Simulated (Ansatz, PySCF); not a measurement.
Gas-phase reaction in SMILES: [F][Ge]([F])([F])[F] [tetrafluorogermane] -> [F][Ge]([F])[F] + F atom (the F-Ge bond at the site shown breaks; other sites are not compared here)
Structures are relaxed separately at B3LYP-D3(BJ)/def2-TZVP in Ansatz (a quantum-chemistry and plane-wave program). Frequencies are from Ansatz or PySCF.

Property: bond dissociation energy (enthalpy at 298 K, with B3LYP-D3(BJ) rigid-rotor harmonic-oscillator terms), in kcal/mol. Valence correlation only, unless marked. Open shells are spin-unrestricted. No spin-orbit coupling. The frozen core is the preceding noble-gas configuration, with the filled d and f shells of earlier blocks. Non-relativistic. CBS(X,Y): correlation extrapolated as X^-3; Hartree-Fock from the larger set. [CCSD(T)-MP2]/basis is that difference in the basis named.

| level | program | bond dissociation energy (kcal/mol) |
|---|---|---|
| HF/STO-3G | Ansatz | 69.0 |
| HF/aug-cc-pVQZ | Ansatz | 93.1 |
| PBE-D4/def2-TZVPD | Ansatz + dftd4 | 123.5 |
| BLYP/def2-TZVPD | Ansatz | 118.1 |
| revPBE-D4/def2-TZVPD | Ansatz + dftd4 | 118.2 |
| r2SCAN-D4/def2-TZVPD | Ansatz + dftd4 | 123.6 |
| PBE0/STO-3G | Ansatz | 97.7 |

Task: Predict the RI-MP2/CBS(cc-pVTZ,cc-pVQZ)+[CCSD(T)-MP2]/cc-pVTZ result (Ansatz).

Result: 132.8 kcal/mol, so PBE0/STO-3G differs from it by -35.1 kcal/mol.
